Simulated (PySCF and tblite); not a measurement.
Results of a calculation; reference values are marked as such.
C₈H₁₂, numbered as in [CH3:1]\[CH:2]=[CH:3]/[CH:4]=[CH:5]\[CH:6]=[CH:7]/[CH3:8].

The ensemble was built from 200 distance-geometry starts (ETKDG and KDG, MMFF94s, GFN2-xTB) and rests on GFN2-xTB geometries. Weights use PBE0-D3(BJ)/pcSseg-1 energies plus GFN2-xTB zero-point and thermal terms (modes under about 100 cm⁻¹ blended into free rotors). Symmetry numbers and mirror images are counted. Conformers within 2.5 kcal/mol (GFN2-xTB free energy) were kept, 7 at most. Run with PySCF (density fitting) and tblite.

Torsions listed: C2–C3–C4–C5, C4–C5–C6–C7. Of a mirror pair one member is shown.

| conformer | shape | symmetry | dipole D |
| --- | --- | --- | --- |
| 1 | 180°, 180° | C2v | 0.21 |
| 2 | 171°, -52° | C1 (pair) | 0.60 |

Problem. Which of these conformers is the most populated at 298.15 K, and with what share?

Solution. Conformer 1, about 97 %.

Problem. Give the DFT energies and free energies relative to the lowest, and all weights.

Solution. 
```tsv
conformer	shape	E(DFT) kcal/mol	G(298.15 K) kcal/mol	weight %
1	180°, 180°	0.00	0.00	96.7
2	171°, -52°	2.45	2.01	3.3
```

Problem. How does its share change from 250 K to 350 K?

Solution. From 99 % to 94 %; the mixing entropy goes from 0.16 to 0.55 cal/(mol K).
